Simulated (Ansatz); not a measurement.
Energy difference R1 → P1 + P2, each structure at its B3LYP-D3(BJ)/def2-TZVP stationary point, reached from a drawn start (curvature not checked).
R1, Cl4MoO (SMILES [O]=[Mo]([Cl])([Cl])([Cl])[Cl]) (charge 0, multiplicity 1, Z-matrix in Å and degrees):
```
Mo
O 1 1.6511
Cl 1 2.2985 2 104.25
Cl 1 2.2985 2 104.25 3 -90.00
Cl 1 2.2985 2 104.25 3 179.99
Cl 1 2.2985 2 104.24 3 90.00
```
P1, Cl3MoO (SMILES [O]=[Mo]([Cl])([Cl])[Cl]) (charge 0, multiplicity 2):
```xyz
5

Mo     0.0159     0.1489     0.1494
O      1.1323     1.0111     1.0246
Cl     1.2632    -1.1881    -1.1826
Cl    -1.1950     1.3564    -1.3324
Cl    -1.2163    -1.3283     1.3410
```
P2: Cl atom, charge 0, multiplicity 2.

P less R. No zero-point or thermal terms; singlets are restricted closed shells; open shells are unrestricted; no spin–orbit coupling. The spin states of the d-block species are the ones drawn and need not be the lowest.

Correlated levels freeze the cores.

Programs: Ansatz (Gaussian basis) for Hartree–Fock, density functionals and correlated methods. No computed number here is a measurement. Elements past Kr take the def2 small-core potentials, without spin–orbit coupling.

Total energies in hartree:

| structure | PBE/def2-TZVPP | B3LYP/def2-TZVPP | CCSD(T)/def2-TZVPP |
|---|---|---|---|
| R1 | -1983.778492 | -1984.615032 | -1981.989172 |
| P1 | -1523.724657 | -1524.377062 | -1522.255954 |
| P2 | -459.958430 | -460.167005 | -459.664645 |

### Question
Work out the reaction energy at each level in eV (1 hartree = 27.21139 eV), and say how far PBE/def2-TZVPP lies from CCSD(T)/def2-TZVPP.

### Answer
- PBE/def2-TZVPP: (-1523.724657) + (-459.958430) − (-1983.778492) = 0.095405 hartree = 2.596 eV
- B3LYP/def2-TZVPP: (-1524.377062) + (-460.167005) − (-1984.615032) = 0.070965 hartree = 1.931 eV
- CCSD(T)/def2-TZVPP: (-1522.255954) + (-459.664645) − (-1981.989172) = 0.068573 hartree = 1.866 eV
PBE/def2-TZVPP less CCSD(T)/def2-TZVPP: 0.730 eV. CCSD(T)/def2-TZVPP is the level counted from, the highest shown, and no exact or measured value.

Ansatz is an electronic-structure program.
